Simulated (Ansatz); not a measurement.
B2H4O2S (`OB(O)BS`), 9 atoms. The species carries charge 0 and has multiplicity 1. All runs use 2 threads of an Arm Neoverse V2 on a shared host. Correlated methods freeze the cores.

Task: Give the basis size and wall time and peak host memory of each of these runs in Ansatz. RKS CAM-B3LYP-D4/def2-TZVPP energy; direct RPA on PBE orbitals/def2-TZVPP energy; RKS r2SCAN0-D4/def2-TZVPP energy; RKS PBE0-D4/def2-SVP energy; RKS ωB97M-V/def2-QZVPP energy; RKS PBE0-D4/def2-QZVPP energy; RKS PBE0-D4/def2-TZVP relaxation (43 steps); RHF-MP2/def2-QZVPP energy; RKS PBE0-D4/def2-TZVP frequencies; RKS ωB97X-V/def2-TZVPP energy; RKS B3LYP-D4/def2-TZVPP energy and forces; RKS ωB97M-V/def2-SVP energy. (An estimate is asked.)

Result: The calculation gave: Other jobs shared the machine, so times are rough.

```
                                level                    job  functions  wall time  peak host memory (GiB)
                 RKS PBE0-D4/def2-SVP                 energy         94      1.1 s                    0.17
          RKS CAM-B3LYP-D4/def2-TZVPP                 energy        222      3.5 s                    0.51
              RKS B3LYP-D4/def2-TZVPP      energy and forces        222      4.6 s                    0.53
                 RKS ωB97M-V/def2-SVP                 energy         94      4.9 s                    0.26
            RKS r2SCAN0-D4/def2-TZVPP                 energy        222      5.5 s                    0.48
direct RPA on PBE orbitals/def2-TZVPP                 energy        222      6.5 s                    0.51
               RKS PBE0-D4/def2-QZVPP                 energy        418      8.5 s                     1.1
               RKS ωB97X-V/def2-TZVPP                 energy        222        9 s                    0.56
               RKS ωB97M-V/def2-QZVPP                 energy        418       20 s                     1.4
                   RHF-MP2/def2-QZVPP                 energy        418       21 s                     2.1
                RKS PBE0-D4/def2-TZVP            frequencies        185    2.3 min                    0.42
                RKS PBE0-D4/def2-TZVP  relaxation (43 steps)        185    2.5 min                    0.42
```

B3LYP here is the variant with VWN-RPA as its local correlation; programs differ in this.
